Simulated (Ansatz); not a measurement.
Calculated with Ansatz (gas phase, PBE0-D4/def2-TZVP geometries, no zero-point term in ΔE). CCSD(T)/CBS is the MP2 limit (def2-TZVPP, def2-QZVPP) plus CCSD(T) − MP2 in def2-TZVPP, frozen cores. This one scheme is used for every species. Functionals use def2-TZVPP. For Se outer-core shells are correlated without core-valence functions, which leaves a few kJ/mol of doubt a bond. Scalar relativity is left out up to krypton. One conformer a species, not always the lowest.

Reaction (ligand exchange at a B–C bond): `C=CBCl` + H₂Se → `ClB[SeH]` + `C=C`

`C=CBCl`:

Cartesian coordinates in Å:
```
C 0.655 -0.215 -1.102
C 0.354 0.400 0.047
B -0.811 -0.106 0.901
Cl -1.229 0.677 2.409
H 0.082 -1.073 -1.440
H 1.471 0.105 -1.744
H 0.949 1.257 0.355
H -1.471 -1.045 0.574
```

H₂Se:

Z-matrix (Å, degrees):
```
Se
H 1 1.467
H 1 1.467 2 91.2
```

`ClB[SeH]`:

```xyz
5

Cl    1.166    0.914    1.595
B     0.027    0.344    0.405
Se    0.588   -0.991   -0.850
H    -1.074    0.788    0.388
H    -0.707   -1.056   -1.539
```

`C=C`:

Cartesian coordinates in Å:
```
C 0.566 -0.289 0.184
C -0.566 0.289 -0.184
H 0.984 -1.125 -0.367
H 1.122 0.048 1.052
H -0.984 1.125 0.367
H -1.122 -0.048 -1.052
```

| level | ΔE (eV) |
| --- | --- |
| revPBE-D4 | -0.49 |
| BLYP-D4 | -0.45 |
| PBE0-D4 | -0.48 |
| r2SCAN | -0.49 |
| CCSD(T)/def2-SVP | -0.45 |
| SCS-MP2/def2-TZVPP | -0.48 |
| SCS-MP2/def2-QZVPP | -0.49 |
| CCSD/CBS(def2) | -0.48 |

(1) What does CCSD(T)/CBS give? (Estimate.)

Largest T1 diagnostic among the species: 0.012.

Answers

(1) The calculation gave: -0.50 eV. The listed levels differ from it by 0.01, 0.05, 0.02, 0.01, 0.05, 0.02, 0.01, 0.02 eV.

At CCSD(T), def2-SVP lies +0.05 eV from the extrapolated value and def2-TZVPP +0.02 eV. Leaving LDA and LC-ωPBE aside and taking each functional with its dispersion term where it has one, the values, not all of them listed here, spread over 0.08 eV, from PBE-D4 to CAM-B3LYP-D4.
